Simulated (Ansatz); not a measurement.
**Molecular dynamics of LiSi$_{16}$**

The input (input.yaml):

```yaml
crystal:
  lattice:
    - [0.0, 5.43, 5.43]
    - [5.43, 0.0, 5.43]
    - [5.43, 5.43, 0.0]
  atoms:
    - { symbol: Si, position: [-0.01077452, 0.00066695, 0.00536959] }
    - { symbol: Si, position: [0.11113639, 0.12538566, 0.13854773] }
    - { symbol: Si, position: [-0.01489777, 0.00494699, 0.50513241] }
    - { symbol: Si, position: [0.11103063, 0.12519079, 0.62552678] }
    - { symbol: Si, position: [-0.01078236, 0.50512066, 0.0053962] }
    - { symbol: Si, position: [0.12141934, 0.62624523, 0.12649009] }
    - { symbol: Si, position: [-0.01075135, 0.50509179, 0.50091964] }
    - { symbol: Si, position: [0.11111836, 0.63837333, 0.62564737] }
    - { symbol: Si, position: [0.48982246, 0.00200379, 0.00647576] }
    - { symbol: Si, position: [0.61472287, 0.13056102, 0.12760445] }
    - { symbol: Si, position: [0.48974291, 0.00194026, 0.50216232] }
    - { symbol: Si, position: [0.61833756, 0.1272274, 0.62736876] }
    - { symbol: Si, position: [0.49333122, 0.50226171, 0.00249532] }
    - { symbol: Si, position: [0.61474726, 0.62742466, 0.12761893] }
    - { symbol: Si, position: [0.48981257, 0.50632406, 0.50219357] }
    - { symbol: Si, position: [0.61471781, 0.62738659, 0.63080399] }
    - { symbol: Li, position: [0.23242902, 0.25584119, 0.75587228] }
magnetization:
  spin_polarized: true
basis:
  ecutwfc: 420.0
kpoints:
  mp_grid: { grid: [2, 2, 2] }
hamiltonian:
  xc: pbesol
  pseudopotentials: { kind: paw, azcp: { folder: soft_1 } }
scf:
  occupations: { method: fermi_dirac, width: 0.02 }
  lower_state_search: "off"
  convergence: { dr2_threshold: 0.1 }
  max_iter: 64
md:
  timestep: 1.5
  n_steps: 200
  ensemble: nve
  temperature: 2400.0
  initial_velocities: maxwell_boltzmann
  seed: 40799
```

Run as:

```bash
$ ansatz run input.yaml --threads 1 --pin off --max-ram 3072MiB --backend cpu --events-out ev --progress --plain --runs-dir out
```

It starts from a relaxed structure.

Output, in part (warnings, step lines):

```
WARN: F and its Harris–Foulkes estimate disagree by 1.83e-2 eV at the final density (on a DFT+U run the figure also counts the on-site term, by absolute value) — the energy may not be reliable. Consider tightening scf.convergence.
WARN: F and its Harris–Foulkes estimate disagree by 2.64e-2 eV at the final density (on a DFT+U run the figure also counts the on-site term, by absolute value) — the energy may not be reliable. Consider tightening scf.convergence.
WARN: F and its Harris–Foulkes estimate disagree by 3.21e-2 eV at the final density (on a DFT+U run the figure also counts the on-site term, by absolute value) — the energy may not be reliable. Consider tightening scf.convergence.
WARN: F and its Harris–Foulkes estimate disagree by 3.47e-2 eV at the final density (on a DFT+U run the figure also counts the on-site term, by absolute value) — the energy may not be reliable. Consider tightening scf.convergence.
WARN: F and its Harris–Foulkes estimate disagree by 3.48e-2 eV at the final density (on a DFT+U run the figure also counts the on-site term, by absolute value) — the energy may not be reliable. Consider tightening scf.convergence.
WARN: F and its Harris–Foulkes estimate disagree by 3.27e-2 eV at the final density (on a DFT+U run the figure also counts the on-site term, by absolute value) — the energy may not be reliable. Consider tightening scf.convergence.
md step     0: t =     0.00 fs  T =  2400.0 K  F+E_penalty+E_count = -10145.25645471 eV  E_kin = 4.963584 eV  conserved = -10140.29287075 eV  (8 SCF iters)
md step     1: t =     1.50 fs  T =  2375.7 K  F+E_penalty+E_count = -10145.19687664 eV  E_kin = 4.913318 eV  conserved = -10140.28355839 eV  (2 SCF iters)
md step     2: t =     3.00 fs  T =  2301.5 K  F+E_penalty+E_count = -10145.02702438 eV  E_kin = 4.759894 eV  conserved = -10140.26713030 eV  (2 SCF iters)
md step     3: t =     4.50 fs  T =  2178.7 K  F+E_penalty+E_count = -10144.75386859 eV  E_kin = 4.505969 eV  conserved = -10140.24789952 eV  (2 SCF iters)
md step     4: t =     6.00 fs  T =  2013.9 K  F+E_penalty+E_count = -10144.39247169 eV  E_kin = 4.164975 eV  conserved = -10140.22749676 eV  (2 SCF iters)
md step     5: t =     7.50 fs  T =  1817.1 K  F+E_penalty+E_count = -10143.96594708 eV  E_kin = 3.758050 eV  conserved = -10140.20789749 eV  (2 SCF iters)
md step     6: t =     9.00 fs  T =  1601.7 K  F+E_penalty+E_count = -10143.50269670 eV  E_kin = 3.312610 eV  conserved = -10140.19008626 eV  (2 SCF iters)
md step     7: t =    10.50 fs  T =  1383.1 K  F+E_penalty+E_count = -10143.03533358 eV  E_kin = 2.860403 eV  conserved = -10140.17493008 eV  (2 SCF iters)
[... lines left out ...]
md step   199: t =   298.50 fs  T =  1856.7 K  F+E_penalty+E_count = -10141.69693964 eV  E_kin = 3.839977 eV  conserved = -10137.85696237 eV  (2 SCF iters)
md step   200: t =   300.00 fs  T =  1825.6 K  F+E_penalty+E_count = -10141.65935069 eV  E_kin = 3.775555 eV  conserved = -10137.88379584 eV  (3 SCF iters)
```

The steps, from the saved trajectory:

```
time (fs)  T (K)  potential energy less start (eV)  conserved less start (meV/atom)
        0   2400                             0.000                             0.00
        9   1602                             1.754                             6.05
       18    728                             3.611                             9.02
       27   1221                             2.631                            11.39
       36   1648                             1.862                            18.04
       45   1375                             2.539                            24.68
       54    902                             3.572                            27.92
       63   1008                             3.431                            32.44
       72   1221                             3.079                            37.67
       81    912                             3.806                            42.88
       90    649                             4.408                            46.30
       99    923                             3.867                            47.76
      108   1235                             3.296                            52.23
      117   1245                             3.364                            57.33
      126   1213                             3.526                            63.00
      135   1102                             3.834                            67.60
      144   1399                             3.275                            70.87
      153   1454                             3.250                            76.09
      162   1203                             3.843                            80.52
      171   1785                             2.689                            83.39
      180   2089                             2.146                            88.42
      189   1739                             2.946                            92.86
      198   1401                             3.708                            96.60
      207   1459                             3.644                            99.80
      216   1703                             3.190                           102.88
      225   2009                             2.633                           107.27
      234   1768                             3.215                           112.22
      243   1502                             3.824                           115.69
      252   1477                             3.932                           119.02
      261   1336                             4.295                           123.20
      270   1182                             4.677                           126.96
      279   1482                             4.128                           131.19
      288   1738                             3.687                           136.43
      297   1863                             3.520                           141.81
```

All steps were run. The conserved energy changed by up to 140 meV per atom, so the integration failed, and the later frames carry no physical meaning. The SCF threshold is loose, so the forces are noisy.

Mean squared displacements from the first frame to the last, about the centre of mass: Si 0.18 Å², Li 0.03 Å².

Last frame:

```xyz
17
Lattice="0.0000 5.4300 5.4300 5.4300 0.0000 5.4300 5.4300 5.4300 0.0000" Properties=species:S:1:pos:R:3
Si -0.157 -0.170 -0.571
Si 1.172 1.634 1.008
Si 2.820 3.071 -0.307
Si 4.375 3.957 1.042
Si 2.471 0.143 2.396
Si 3.773 1.475 3.933
Si 5.696 2.688 2.700
Si 6.643 4.378 4.056
Si 0.120 2.585 2.809
Si 1.847 3.829 3.917
Si 3.209 5.259 2.984
Si 4.309 6.811 4.368
Si 2.691 2.554 5.609
Si 3.838 3.826 7.128
Si 5.266 5.178 5.831
Si 6.877 6.499 6.833
Li 5.418 5.361 2.499
```

The run took 13 min on 1 thread of Arm Neoverse V2, on a shared host, peak memory 0.62 GiB.
